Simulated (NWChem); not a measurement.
System: CH$_{5}$NOSi$_{2}$; SMILES C1=N[SiH2]O[SiH2]1

Here is an NWChem input.

```
start job
memory heap 200 mb stack 900 mb global 1100 mb
geometry units angstroms noautosym nocenter noautoz
  C     -1.439658     0.423137     0.000000
  N     -1.297586    -0.858683     0.000000
  Si     0.422234    -1.360393     0.000000
  O      1.252092     0.121745     0.000000
  Si     0.203240     1.450880     0.000000
  H     -2.470121     0.854555     0.000000
  H      0.725975    -2.156325     1.233030
  H      0.725975    -2.156325    -1.233030
  H      0.388926     2.298136    -1.228067
  H      0.388926     2.298136     1.228067
end
basis spherical
  * library def2-svp
end
dft
  xc b3lyp
  iterations 150
end
property
  efieldgrad
end
task dft property
```

NWChem printed, in part:

```
             Northwest Computational Chemistry Package (NWChem) 7.3.0
             --------------------------------------------------------

                             Geometry "geometry" -> ""
                             -------------------------

 Output coordinates in angstroms (scale by  1.889725989 to convert to a.u.)

  No.       Tag          Charge          X              Y              Z
 ---- ---------------- ---------- -------------- -------------- --------------
    1 C                    6.0000    -1.43965800     0.42313700     0.00000000
    2 N                    7.0000    -1.29758600    -0.85868300     0.00000000
    3 Si                  14.0000     0.42223400    -1.36039300     0.00000000
    4 O                    8.0000     1.25209200     0.12174500     0.00000000
    5 Si                  14.0000     0.20324000     1.45088000     0.00000000
    6 H                    1.0000    -2.47012100     0.85455500     0.00000000
    7 H                    1.0000     0.72597500    -2.15632500     1.23303000
    8 H                    1.0000     0.72597500    -2.15632500    -1.23303000
    9 H                    1.0000     0.38892600     2.29813600    -1.22806700
   10 H                    1.0000     0.38892600     2.29813600     1.22806700

 Effective nuclear repulsion energy (a.u.)     286.4906542586

                              NWChem Property Module
                              ----------------------

  itol2e modified to match energy
  convergence criterion.

                                 NWChem DFT Module
                                 -----------------

 Summary of "ao basis" -> "ao basis" (spherical)
 ------------------------------------------------------------------------------
       Tag                 Description            Shells   Functions and Types
 ---------------- ------------------------------  ------  ---------------------
 C                          def2-svp                 6       14   3s2p1d
 N                          def2-svp                 6       14   3s2p1d
 Si                         def2-svp                 8       18   4s3p1d
 O                          def2-svp                 6       14   3s2p1d
 H                          def2-svp                 3        5   2s1p

  itol2e modified to match energy
  convergence criterion.

            General Information
            -------------------
          SCF calculation type: DFT
          Wavefunction type:  closed shell.
          No. of atoms     :    10
          No. of electrons :    54
           Alpha electrons :    27
            Beta electrons :    27
          Charge           :     0
          Spin multiplicity:     1
          Use of symmetry is: off; symmetry adaption is: off
          Maximum number of iterations: 150
          AO basis - number of functions:   103
                     number of shells:    49
          Convergence on energy requested:  1.00D-07
          Convergence on density requested:  1.00D-05
          Convergence on gradient requested:  5.00D-04

              XC Information
              --------------
                         B3LYP Method XC Potential
                     Hartree-Fock (Exact) Exchange  0.200
                        Slater Exchange Functional  0.800 local
                    Becke 1988 Exchange Functional  0.720 non-local
              Lee-Yang-Parr Correlation Functional  0.810
                  VWN I RPA Correlation Functional  0.190 local

             Grid Information
             ----------------
          Grid used for XC integration:  fine
          Radial quadrature: Mura-Knowles
          Angular quadrature: Lebedev.
          Tag              B.-S. Rad. Rad. Pts. Rad. Cut. Ang. Pts.
          ---              ---------- --------- --------- ---------
          C                   0.70       70          10.0       590
          N                   0.65       70          11.0       590
          Si                  1.10      123          11.0       770
          O                   0.60       70          11.0       590
          H                   0.35       60          13.0       590
          Grid pruning is: on
          Number of quadrature shells:   756
          Spatial weights used:  Erf1

      Superposition of Atomic Density Guess
      -------------------------------------

 Sum of atomic energies:        -746.53362971

      Non-variational initial energy
      ------------------------------

 Total energy =    -748.562686
 1-e energy   =   -1601.036659
 2-e energy   =     565.983318
 HOMO         =      -0.263015
 LUMO         =      -0.046854

   convergence    iter        energy       DeltaE   RMS-Dens  Diis-err
 ---------------- ----- ----------------- --------- --------- ---------
 d= 0,ls=0.0,diis     1   -749.7587598140 -1.04D+03  1.57D-02  8.34D-01
 d= 0,ls=0.0,diis     2   -749.5810070663  1.78D-01  9.91D-03  2.60D+00
 d= 0,ls=0.0,diis     3   -749.8589147272 -2.78D-01  1.90D-03  4.41D-02
 d= 0,ls=0.0,diis     4   -749.8618844797 -2.97D-03  9.29D-04  2.09D-02
 d= 0,ls=0.0,diis     5   -749.8640346742 -2.15D-03  3.08D-04  1.68D-03
  Resetting Diis
 d= 0,ls=0.0,diis     6   -749.8642184985 -1.84D-04  6.18D-05  3.63D-05
 d= 0,ls=0.0,diis     7   -749.8642231685 -4.67D-06  3.00D-05  3.20D-06
 d= 0,ls=0.0,diis     8   -749.8642226876  4.81D-07  1.77D-05  6.68D-06
 d= 0,ls=0.0,diis     9   -749.8642235883 -9.01D-07  3.06D-06  2.88D-07
 d= 0,ls=0.0,diis    10   -749.8642236192 -3.09D-08  6.59D-07  3.91D-09

         Total DFT energy =     -749.864223619235
      One electron energy =    -1604.198923460891
           Coulomb energy =      632.524120542874
    Exchange-Corr. energy =      -64.680074959800
 Nuclear repulsion energy =      286.490654258583

 Numeric. integr. density =       54.000000529588

                       DFT Final Molecular Orbital Analysis
                       ------------------------------------

 Vector   25  Occ=2.000000D+00  E=-3.415606D-01
              MO Center= -5.6D-01, -2.3D-01,  7.0D-10, r^2= 2.8D+00
   Bfn.  Coefficient  Atom+Function         Bfn.  Coefficient  Atom+Function
  ----- ------------  ---------------      ----- ------------  ---------------
    20      0.362444   2 N  pz                6     -0.327862   1 C  pz
    52      0.314256   4 O  pz               23     -0.244310   2 N  pz
    55      0.240584   4 O  pz                9     -0.225030   1 C  pz
    84      0.079680   7 H  s                89     -0.079680   8 H  s
    38      0.070106   3 Si pz               45     -0.058440   3 Si d  1

[...]

          -----------------------
          Electric field gradient
          -----------------------

 1 a.u. = 0.324123 10**(16) esu/cm**3  ( or statvolts/cm**2 ) = 0.97174 10**(22) v/m**2

 ------------------------------------------------------------
   Atom      X         Y         Z
 ------------------------------------------------------------
    1 C   -2.72056   0.79961   0.00000
 ------------------------------------------------------------

 Electric field gradient in molecular frame (a.u.)
         XX             YY             ZZ             XY             XZ             YZ
 ------------------------------------------------------------------------------------------
        0.233175       0.204012      -0.437187       0.045473      -0.000000      -0.000000

 Principal components (a.u.) and orientation
 of principal axis w.r.t. absolute frame                      Asymmetry parameter eta
 --------------------------------------------------------------------------------------
       -0.437187       0.266347       0.170840                       0.218458

        0.000000       0.807881      -0.589346
        0.000000       0.589346       0.807881
        1.000000      -0.000000      -0.000000

 ------------------------------------------------------------
   Atom      X         Y         Z
 ------------------------------------------------------------
    2 N   -2.45208  -1.62268   0.00000
 ------------------------------------------------------------

 Electric field gradient in molecular frame (a.u.)
         XX             YY             ZZ             XY             XZ             YZ
 ------------------------------------------------------------------------------------------
        0.657459       0.204177      -0.861636       0.434411       0.000000      -0.000000

 Principal components (a.u.) and orientation
 of principal axis w.r.t. absolute frame                      Asymmetry parameter eta
 --------------------------------------------------------------------------------------
        0.920796      -0.861636      -0.059160                       0.871502

        0.855147      -0.000000      -0.518385
        0.518385       0.000000       0.855147
        0.000000       1.000000      -0.000000

 ------------------------------------------------------------
   Atom      X         Y         Z
 ------------------------------------------------------------
    3 Si   0.79791  -2.57077   0.00000
 ------------------------------------------------------------

 Electric field gradient in molecular frame (a.u.)
         XX             YY             ZZ             XY             XZ             YZ
 ------------------------------------------------------------------------------------------
       -0.286612      -0.055379       0.341991      -0.357506       0.000000      -0.000000

 Principal components (a.u.) and orientation
 of principal axis w.r.t. absolute frame                      Asymmetry parameter eta
 --------------------------------------------------------------------------------------
       -0.546731       0.341991       0.204741                       0.251038

        0.808612       0.000000      -0.588342
        0.588342      -0.000000       0.808612
       -0.000000       1.000000       0.000000

 ------------------------------------------------------------
   Atom      X         Y         Z
 ------------------------------------------------------------
    4 O    2.36611   0.23006   0.00000
 ------------------------------------------------------------

 Electric field gradient in molecular frame (a.u.)
         XX             YY             ZZ             XY             XZ             YZ
 ------------------------------------------------------------------------------------------
        0.163270      -0.865816       0.702546       0.102033      -0.000000      -0.000000

 Principal components (a.u.) and orientation
 of principal axis w.r.t. absolute frame                      Asymmetry parameter eta
 --------------------------------------------------------------------------------------
       -0.875835       0.702546       0.173289                       0.604288

       -0.097723      -0.000000       0.995214
        0.995214      -0.000000       0.097723
        0.000000       1.000000       0.000000

 ------------------------------------------------------------
   Atom      X         Y         Z
 ------------------------------------------------------------
    5 Si   0.38407   2.74177   0.00000
 ------------------------------------------------------------

 Electric field gradient in molecular frame (a.u.)
         XX             YY             ZZ             XY             XZ             YZ
 ------------------------------------------------------------------------------------------
       -0.209162      -0.028207       0.237369       0.339133       0.000000      -0.000000

 Principal components (a.u.) and orientation
 of principal axis w.r.t. absolute frame                      Asymmetry parameter eta
 --------------------------------------------------------------------------------------
       -0.469680       0.237369       0.232311                       0.010770

        0.793024      -0.000000       0.609190
       -0.609190      -0.000000       0.793024
       -0.000000       1.000000       0.000000

 ------------------------------------------------------------
   Atom      X         Y         Z
 ------------------------------------------------------------
    6 H   -4.66785   1.61487   0.00000
 ------------------------------------------------------------

 Electric field gradient in molecular frame (a.u.)
         XX             YY             ZZ             XY             XZ             YZ
 ------------------------------------------------------------------------------------------
       -0.203051       0.071196       0.131854       0.146074      -0.000000      -0.000000

 Principal components (a.u.) and orientation
 of principal axis w.r.t. absolute frame                      Asymmetry parameter eta
 --------------------------------------------------------------------------------------
       -0.266278       0.134424       0.131854                       0.009649

        0.917719       0.397230       0.000000
       -0.397230       0.917719       0.000000
        0.000000      -0.000000       1.000000

 ------------------------------------------------------------
   Atom      X         Y         Z
 ------------------------------------------------------------
    7 H    1.37189  -4.07486   2.33009
 ------------------------------------------------------------

 Electric field gradient in molecular frame (a.u.)
         XX             YY             ZZ             XY             XZ             YZ
 ------------------------------------------------------------------------------------------
        0.060642       0.010344      -0.070986       0.021938      -0.035048       0.091277

 Principal components (a.u.) and orientation
 of principal axis w.r.t. absolute frame                      Asymmetry parameter eta
 --------------------------------------------------------------------------------------
       -0.138816       0.070107       0.068709                       0.010072

        0.202958      -0.587024       0.783716
       -0.532647       0.605412       0.591408
        0.821642       0.537475       0.189804

 ------------------------------------------------------------
   Atom      X         Y         Z
 ------------------------------------------------------------
    8 H    1.37189  -4.07486  -2.33009
 ------------------------------------------------------------

 Electric field gradient in molecular frame (a.u.)
         XX             YY             ZZ             XY             XZ             YZ
 ------------------------------------------------------------------------------------------
        0.060642       0.010344      -0.070986       0.021938       0.035048      -0.091277

 Principal components (a.u.) and orientation
 of principal axis w.r.t. absolute frame                      Asymmetry parameter eta
 --------------------------------------------------------------------------------------
       -0.138816       0.070107       0.068709                       0.010072

       -0.202958      -0.587024       0.783716
        0.532647       0.605412       0.591408
        0.821642      -0.537475      -0.189804

 ------------------------------------------------------------
   Atom      X         Y         Z
 ------------------------------------------------------------
    9 H    0.73496   4.34285  -2.32071
 ------------------------------------------------------------

 Electric field gradient in molecular frame (a.u.)
         XX             YY             ZZ             XY             XZ             YZ
 ------------------------------------------------------------------------------------------
        0.065540       0.002601      -0.068142      -0.011933       0.019602       0.095033

 Principal components (a.u.) and orientation
 of principal axis w.r.t. absolute frame                      Asymmetry parameter eta
 --------------------------------------------------------------------------------------
       -0.136766       0.069782       0.066984                       0.020453

       -0.112513       0.637002       0.762607
       -0.566357       0.589498      -0.575962
        0.816444       0.496711      -0.294444

[...]
```

Level: B3LYP/def2-SVP. Geometry: optimised at PBE-D3(BJ)/def2-SVP. B3LYP is NWChem's, with the RPA form of VWN correlation. NWChem prints the field gradient with the sign opposite to the second derivative of the potential.
